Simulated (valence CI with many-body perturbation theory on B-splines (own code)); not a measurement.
**Ho54+: what each term of the Hamiltonian does**

Calculated by valence CI with perturbative core correlation (CI+MBPT): three valence electrons over a frozen Dirac-Fock core [Ne], a basis of 11 s, 11 p, 9 d, 7 f, 5 g, 2 h, 1 i functions for each j, with the one-electron correlation potential Σ1, the two-electron term Σ2, the three-electron term Σ3, Breit, model QED; selected CI, second order for the rest (own B-spline code, finite nucleus).

No measured spectrum was set against this ion. As an estimate, large intervals hold to a few tenths of a per cent, small ones and those within an open d or f shell to about a per cent.

Each rung adds one term. CI alone is the Dirac-Coulomb CI over the frozen core; QED comes last and gives the full result, which names the levels. Energies are above (3s^2 3p1/2) J=1/2 on the same rung, in × 10³ cm⁻¹.

Levels are named by their leading jj configuration (3d3/2^4 stands for four electrons in 3d with j = 3/2), which in mixed levels can hold well under half, so a name can repeat and another be missing. Letters in brackets count levels of one name in rising energy.

| Level | CI alone | + Σ1 | + Σ2 | + Σ3 | + Breit | Full |
| --- | --- | --- | --- | --- | --- | --- |
| (3s 3p1/2^2) J=1/2 | 1155.8 | 1153.7 | 1153.4 | 1153.5 | 1176.8 | 1150.8 |
| (3s^2 3p3/2) J=3/2 | 1849.8 | 1850.9 | 1851.6 | 1851.6 | 1828.3 | 1830.5 |
| (3s 3p1/2 3p3/2) J=3/2 [a] | 2795.1 | 2794.2 | 2796.4 | 2796.6 | 2796.3 | 2773.0 |
| (3s 3p1/2 3p3/2) J=5/2 | 2927.1 | 2926.2 | 2927.3 | 2927.5 | 2922.3 | 2899.3 |
| (3s 3p1/2 3p3/2) J=3/2 [b] | 3083.4 | 3082.6 | 3082.2 | 3082.3 | 3075.8 | 3055.7 |
| (3s 3p1/2 3p3/2) J=1/2 | 3154.3 | 3153.3 | 3150.0 | 3150.0 | 3150.1 | 3126.4 |
| (3s^2 3d3/2) J=3/2 | 3523.9 | 3523.1 | 3518.4 | 3518.1 | 3492.7 | 3486.7 |
| (3s^2 3d5/2) J=5/2 | 3888.8 | 3889.1 | 3886.5 | 3886.2 | 3844.4 | 3842.6 |
| (3p1/2^2 3p3/2) J=3/2 | 4229.2 | 4226.2 | 4225.2 | 4225.5 | 4238.2 | 4196.1 |
| (3s 3p1/2 3d3/2) J=3/2 [a] | 4343.2 | 4340.3 | 4339.9 | 4339.9 | 4337.5 | 4305.5 |
| (3s 3p1/2 3d3/2) J=5/2 | 4439.1 | 4436.4 | 4435.8 | 4435.8 | 4425.1 | 4397.3 |
| (3s 3p1/2 3d3/2) J=1/2 | 4623.6 | 4620.8 | 4617.0 | 4616.8 | 4611.1 | 4583.2 |
| (3s 3p1/2 3d3/2) J=3/2 [b] | 4661.4 | 4658.6 | 4654.6 | 4654.3 | 4648.1 | 4619.0 |
| (3s 3p3/2^2) J=5/2 | 4745.9 | 4746.1 | 4747.2 | 4747.3 | 4721.3 | 4700.7 |
| (3s 3p1/2 3d5/2) J=5/2 [a] | 4867.5 | 4865.7 | 4864.3 | 4864.1 | 4844.8 | 4818.1 |
| (3s 3p1/2 3d5/2) J=7/2 | 4965.3 | 4963.5 | 4961.6 | 4961.5 | 4936.8 | 4910.1 |
| (3s 3p3/2^2) J=1/2 | 5003.4 | 5003.7 | 5002.9 | 5002.8 | 4980.8 | 4959.7 |
| (3s 3p1/2 3d5/2) J=5/2 [b] | 5039.4 | 5037.6 | 5035.3 | 5034.9 | 5013.5 | 4986.6 |
| (3s 3p3/2^2) J=3/2 | 5056.9 | 5057.1 | 5053.9 | 5053.8 | 5029.3 | 5008.2 |

Q: How does the ionisation energy move along the ladder, and which term matters most?

A: CI alone 5265.2, + Σ1 5266.4, + Σ2 5266.3, + Σ3 5266.2, + Breit 5259.3, + QED 5259.3 eV. The largest step is Breit, -6.9 eV. NIST lists 5258 ± 5 eV (theoretical).
